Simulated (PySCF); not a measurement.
C3H4BFO2, SMILES FB1C=COCO1.

Coordinates come from a PBE0-D3(BJ)/def2-SVP optimisation. This is a generated structure with no PubChem entry under its InChIKey; it may be hypothetical. Other conformers were not sampled.

The numbers are results of PBE/def2-TZVP (PySCF), not measurements.

Computed frontier levels, gap, dipole moment and polarisability:
The highest occupied level comes out as -6.21 eV and the lowest empty level is -1.84 eV. The orbital gap is 4.37 eV and the dipole moment is 2.32 D. The quadrupole, principal values (traceless, Buckingham form, about the centre of nuclear charge) comes out as -5.50, -0.67, 6.17 D·Å and the mean static polarisability comes out as 53.7 bohr³ (7.96 Å³). The polarisability, principal values is 39.6, 57.1, 64.3 bohr³.
